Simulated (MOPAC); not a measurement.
MOPAC input (PM7):

```
PM7 FORCE THERMO(298,298) PRECISE LET CHARGE=1 GEO-OK AUX(PRECISION=9) THREADS=1
C4H11O

C    -1.68612749 1   -0.81084623 1   -0.50141491 1
C    -0.57115374 1   -0.05568907 1    0.22084570 1
C    -0.44231071 1    1.37509716 1   -0.30563569 1
C     0.72833225 1   -0.80328666 1   -0.00748520 1
O     1.87457367 1    0.05494009 1    0.51368605 1
H    -2.65722177 1   -0.30332250 1   -0.36952311 1
H    -1.82259997 1   -1.83154858 1   -0.11640261 1
H    -1.52336550 1   -0.88337220 1   -1.58551482 1
H    -0.82384125 1   -0.02912259 1    1.31509178 1
H    -0.51939890 1    1.42646349 1   -1.40491749 1
H     0.50571371 1    1.87999590 1   -0.00994363 1
H    -1.25947105 1    2.01558125 1    0.07471192 1
H     0.83933312 1   -1.75737983 1    0.53859422 1
H     1.03557347 1   -0.90778034 1   -1.06972858 1
H     1.88556402 1    0.02039292 1    1.53689543 1
H     1.58592547 1    1.07966394 1    0.33793311 1
```

From the output:

```
     H   16   0.115255   0.068391   0.527468   3.069236

          HEAT OF FORMATION =     113.776569 KCALS/MOLE

          ZERO POINT ENERGY      82.762 KCAL/MOL

           NORMAL COORDINATE ANALYSIS (Total motion = 1 Angstrom)

   Root No.       1         2         3         4         5         6         7         8

                 1 A       2 A       3 A       4 A       5 A       6 A       7 A       8 A

                 117.8     161.1     183.7     268.3     297.7     359.8     461.7     464.9

           1   -0.0072   -0.0003    0.0000   -0.0118    0.0018    0.0022   -0.0325    0.0500
           2    0.0233   -0.0041    0.0018    0.0168   -0.0225   -0.0431    0.0027    0.0157
           3   -0.0299   -0.0014    0.0034    0.0349   -0.0148   -0.0185    0.0026   -0.0229
           4   -0.0071   -0.0003    0.0004   -0.0159    0.0018   -0.0007   -0.0226    0.0413
           5   -0.0104   -0.0023   -0.0034   -0.0242    0.0191    0.0158   -0.0172   -0.0359
           6    0.0152   -0.0033    0.0069   -0.0212    0.0117    0.0115    0.0491    0.0366
           7    0.0173    0.0012    0.0016    0.0155    0.0010    0.0554    0.0003   -0.0253
           8   -0.0192   -0.0026   -0.0049   -0.0335    0.0196   -0.0040   -0.0301   -0.0097
           9    0.0119    0.0125    0.0011   -0.0400   -0.0025   -0.0140   -0.0275   -0.0131
          10    0.0100   -0.0014   -0.0023    0.0065   -0.0008   -0.0195    0.0158   -0.0161
          11   -0.0423    0.0113   -0.0010   -0.0071    0.0087    0.0172    0.0449    0.0047
          12    0.0370   -0.0117    0.0053   -0.0271    0.0156    0.0031    0.0257   -0.0034
          13   -0.0129    0.0010   -0.0013   -0.0008   -0.0068   -0.0337    0.0296   -0.0310
          14    0.0383   -0.0026    0.0113    0.0408   -0.0030    0.0134   -0.0072    0.0088
          15   -0.0245    0.0024   -0.0139    0.0388   -0.0047    0.0195   -0.0235    0.0157
          16   -0.0227   -0.0008   -0.0001    0.0360   -0.0312   -0.0478   -0.0519    0.0249
          17    0.0492    0.1919    0.0515    0.0256   -0.0416   -0.0655    0.0086    0.0353
          18   -0.0523   -0.1178   -0.0260    0.0515   -0.0187   -0.0289   -0.0102   -0.0459
          19   -0.0300    0.0056   -0.0029   -0.0377    0.0317    0.0523   -0.0479   -0.0004
          20    0.0329    0.0010    0.0050    0.0278   -0.0359   -0.0663    0.0093    0.0366
          21   -0.0217    0.2273    0.0583    0.0484   -0.0306   -0.0291   -0.0138   -0.0457
          22    0.0294   -0.0058    0.0032   -0.0326    0.0028   -0.0038    0.0050    0.1171
          23    0.0136   -0.2015   -0.0431    0.0264   -0.0282   -0.0649    0.0105    0.0361
          24   -0.0535   -0.1128   -0.0241    0.0508   -0.0188   -0.0282   -0.0109   -0.0470
          25   -0.0419    0.0004   -0.0018   -0.0052    0.0023   -0.0007   -0.0497    0.0484
          26   -0.0034   -0.0109   -0.0007   -0.0336    0.0328    0.0208   -0.0115   -0.0331
          27    0.0318   -0.0085    0.0087   -0.0295    0.0188    0.0146    0.0549    0.0256
          28    0.0039   -0.0313    0.1236    0.0176   -0.0306    0.0984   -0.0137   -0.0775
          29   -0.0014    0.0165   -0.0522   -0.0278    0.0273    0.0010   -0.0619   -0.0680
          30    0.0393    0.0564   -0.1404   -0.0370    0.0304   -0.0424   -0.0487   -0.0307
          31    0.0155   -0.0115    0.0481    0.0262   -0.0097    0.0733   -0.0080   -0.0346
          32   -0.0300    0.0059   -0.0336   -0.0544    0.0099   -0.0577   -0.0570    0.0476
          33   -0.0314   -0.0407    0.2028   -0.0731   -0.0732    0.0066   -0.0700   -0.0379
          34    0.0676    0.0501   -0.1768    0.0617    0.0657    0.0667    0.0477   -0.0389
          35   -0.0305   -0.0309    0.0650   -0.0244    0.0120    0.0287    0.0326    0.0229
          36    0.0221    0.0302   -0.0483   -0.0408    0.0062   -0.0285   -0.0541   -0.0305
          37    0.0625   -0.0135    0.0043    0.0167   -0.0309   -0.0319    0.0037   -0.0401
          38   -0.0483    0.0127   -0.0013   -0.0067    0.0135    0.0183    0.0475    0.0081
          39    0.0940   -0.0290    0.0048   -0.0495    0.0165   -0.0057   -0.0536   -0.0712
          40   -0.0456    0.0096   -0.0080    0.0228    0.0052   -0.0302    0.0193   -0.0305
          41   -0.1061    0.0287    0.0003    0.0053    0.0193    0.0244    0.1233    0.0676
          42    0.0259   -0.0074    0.0073   -0.0263    0.0162    0.0097    0.0576    0.0282
          43    0.0526   -0.0113    0.0171   -0.0020    0.0208   -0.0476    0.0280   -0.0377
          44    0.0431   -0.0005   -0.0508   -0.0427   -0.1774    0.0621    0.0115   -0.0023
          45   -0.0681    0.0129   -0.0814   -0.0400   -0.1804    0.0710   -0.0046    0.0112
          46   -0.0430    0.0019    0.0183   -0.0242    0.0374   -0.0396    0.0628   -0.0331
          47    0.0530    0.0005   -0.0307    0.0280   -0.0810    0.0542   -0.0017    0.0093
          48   -0.0047   -0.0025    0.0600    0.1653    0.1904   -0.0350   -0.0680    0.0276

   Root No.       9        10        11        12        13        14        15        16

                 9 A      10 A      11 A      12 A      13 A      14 A      15 A      16 A

                 758.7     881.0     899.4     951.0     977.8     988.2    1002.0    1039.6

           1    0.0041    0.0116    0.0128   -0.0365   -0.0246   -0.0010    0.0041    0.0160
           2    0.0085    0.0030   -0.0011   -0.0085   -0.0004    0.0342   -0.0110    0.0126
           3    0.0101    0.0021   -0.0143   -0.0025    0.0078   -0.0035   -0.0323   -0.0049
           4   -0.0161   -0.0014    0.0069    0.0172    0.0117    0.0082    0.0032   -0.0152
           5    0.0060    0.0089    0.0006   -0.0209   -0.0022    0.0198   -0.0066    0.0013
           6   -0.0126    0.0064   -0.0324   -0.0026    0.0076    0.0003   -0.0075    0.0055
           7   -0.0259   -0.0112    0.0018    0.0359    0.0210    0.0063    0.0015   -0.0108
           8    0.0029   -0.0269   -0.0342    0.0234    0.0032   -0.0297    0.0082    0.0101
           9    0.0103    0.0041   -0.0196   -0.0060    0.0167    0.0032    0.0248    0.0163
          10    0.2022    0.0050   -0.0112    0.0137   -0.0002    0.0032   -0.0043   -0.0058
          11    0.0270    0.0431    0.0335   -0.0033    0.0051   -0.0128    0.0033   -0.0108
          12    0.0031   -0.0163    0.0390    0.0035   -0.0203    0.0017    0.0111   -0.0167
          13   -0.1191    0.0027   -0.0196   -0.0094   -0.0095    0.0043    0.0046   -0.0083
          14   -0.0379   -0.0006    0.0048    0.0030   -0.0011    0.0007    0.0000   -0.0011
          15   -0.0097   -0.0070    0.0184   -0.0011    0.0121   -0.0069   -0.0055    0.0183
          16    0.0227   -0.0148    0.0909    0.0150   -0.0568   -0.0676    0.1878   -0.0067
          17    0.0019   -0.0006    0.0009    0.0101   -0.0017   -0.0591    0.0099   -0.0190
          18    0.0237   -0.0082    0.0247    0.0075   -0.0123    0.0152    0.0545    0.0061
          19    0.0112    0.0222    0.0166   -0.0648   -0.0192    0.1893   -0.0438    0.0741
          20    0.0045   -0.0026   -0.0012    0.0088   -0.0012   -0.0575    0.0152   -0.0180
          21    0.0146   -0.0082    0.0259    0.0062   -0.0169    0.0083    0.0603    0.0109
          22   -0.0273    0.0206   -0.0546   -0.0255    0.0217   -0.1142   -0.1239   -0.0446
          23   -0.0060   -0.0034    0.0030    0.0077   -0.0039   -0.0583    0.0160   -0.0162
          24    0.0189   -0.0081    0.0254    0.0061   -0.0171    0.0095    0.0582    0.0111
          25   -0.0361    0.0080   -0.0148   -0.0196    0.0177   -0.0588   -0.0610   -0.0096
          26   -0.0051   -0.0347    0.0042    0.0032   -0.0589   -0.0064   -0.0227   -0.0096
          27   -0.0084   -0.0194   -0.0083    0.0146   -0.0345    0.0143    0.0092   -0.0045
          28    0.0237   -0.0171   -0.0192   -0.0467   -0.0652   -0.0641   -0.0223    0.0125
          29    0.0134   -0.0482    0.0046   -0.0186   -0.1050   -0.0759   -0.0815   -0.0124
          30   -0.0180   -0.0192    0.0334    0.0180   -0.0326   -0.0009   -0.0525   -0.0237
          31    0.0110   -0.0139   -0.0125    0.0046   -0.0078   -0.0078   -0.0053   -0.0147
          32   -0.0859   -0.0336    0.0504    0.1625    0.0847    0.0779   -0.0189   -0.0824
          33    0.0104   -0.0247    0.0277    0.0100   -0.0325   -0.0084   -0.0457   -0.0214
          34   -0.0147    0.0101   -0.0557   -0.0542   -0.0092   -0.0461    0.0460    0.0532
          35    0.0210    0.0169   -0.1195   -0.0212    0.0856   -0.0077    0.1204    0.0866
          36   -0.0004   -0.0154    0.0234    0.0074   -0.0310   -0.0078   -0.0360   -0.0210
          37   -0.0011    0.0903    0.0211    0.1237   -0.0274   -0.0346   -0.0562    0.1939
          38    0.0388    0.0209    0.0234   -0.0199    0.0054   -0.0036    0.0087   -0.0333
          39   -0.0321    0.1787    0.0736   -0.0676    0.0685   -0.0401    0.0162   -0.0842
          40    0.1030   -0.1077    0.0396   -0.1121    0.1061   -0.0105   -0.0066   -0.0625
          41    0.0358   -0.1601    0.0168    0.0142   -0.0596    0.0300    0.0001    0.0192
          42    0.0152   -0.0543    0.0073    0.0520   -0.0815    0.0233    0.0091    0.0177
          43   -0.0355   -0.1501    0.0674   -0.0947    0.0860   -0.0187   -0.0119    0.0378
          44   -0.0131   -0.0459   -0.0265   -0.0377   -0.0036    0.0157    0.0184   -0.0502
          45   -0.0007    0.0807   -0.0831    0.0417   -0.0724    0.0293    0.0246   -0.0712
          46   -0.1239    0.0621    0.1089    0.0632    0.0099   -0.0344   -0.0302    0.0865
          47    0.0670   -0.0334   -0.0188   -0.0450    0.0086   -0.0031    0.0067   -0.0046
          48    0.0014    0.0526   -0.1158    0.0116   -0.0700    0.0461    0.0364   -0.1129

   Root No.      17        18        19        20        21        22        23        24

                17 A      18 A      19 A      20 A      21 A      22 A      23 A      24 A

                1162.4    1181.3    1200.8    1205.0    1251.4    1262.3    1266.6    1272.9

           1   -0.0600    0.0125    0.0072   -0.0092    0.0097   -0.0027   -0.0042    0.0056
           2    0.0122    0.0101   -0.0175   -0.0021    0.0097    0.0065   -0.0047   -0.0192
           3   -0.0145   -0.0152   -0.0039   -0.0148   -0.0232    0.0105    0.0039    0.0018
           4    0.0701   -0.0172   -0.0101    0.0098   -0.0380    0.0071    0.0040   -0.0091
           5   -0.0030   -0.0328    0.0417    0.0112    0.0031   -0.0008   -0.0026    0.0069
           6    0.0085    0.0420    0.0121    0.0378    0.0170   -0.0080    0.0010    0.0060
           7   -0.0260    0.0091    0.0060   -0.0049    0.0152    0.0001   -0.0058   -0.0012
           8   -0.0053    0.0303   -0.0332   -0.0126   -0.0057   -0.0024    0.0017    0.0033
           9   -0.0046   -0.0246    0.0002   -0.0092   -0.0031   -0.0172    0.0056   -0.0123
          10    0.0036   -0.0017    0.0047    0.0041    0.0023   -0.0063   -0.0135    0.0082
          11    0.0098    0.0175    0.0025   -0.0225   -0.0083    0.0022    0.0050   -0.0071
          12   -0.0062   -0.0238   -0.0276   -0.0265    0.0086    0.0024   -0.0010    0.0017
          13    0.0032    0.0040    0.0056   -0.0059   -0.0018   -0.0025   -0.0087    0.0031
          14   -0.0060   -0.0116   -0.0128    0.0155    0.0001   -0.0034   -0.0086    0.0043
          15    0.0110    0.0031    0.0085   -0.0019   -0.0065   -0.0030   -0.0090    0.0026
          16    0.0153    0.0257    0.0387    0.0470   -0.0101    0.0497    0.0199   -0.0307
          17   -0.0015   -0.0353    0.0263    0.0017   -0.0659   -0.0092    0.0863    0.1500
          18    0.0174    0.0256   -0.0058    0.0162    0.0230    0.0348   -0.0408   -0.1086
          19    0.0339    0.0420   -0.0814   -0.0107   -0.0439   -0.0207    0.0348    0.0603
          20   -0.0196   -0.0096    0.0281    0.0044    0.0277    0.0081   -0.0198   -0.0343
          21    0.0067    0.0387    0.0189    0.0402    0.0600   -0.0829   -0.0695   -0.0356
          22   -0.0831   -0.0851    0.0207   -0.0526   -0.0703    0.0130   -0.0444   -0.0612
          23   -0.0056   -0.0192    0.0404    0.0250   -0.0136   -0.0938    0.0143    0.1150
          24    0.0029    0.0253    0.0188    0.0308    0.0051   -0.0573    0.0305    0.1039
          25    0.1497   -0.0751    0.0054    0.0050    0.2984   -0.0379    0.0401    0.0093
          26    0.0047   -0.0737    0.1087    0.1274   -0.0415   -0.0239    0.0547   -0.0909
```

The dipole moment of an ion depends on the origin.
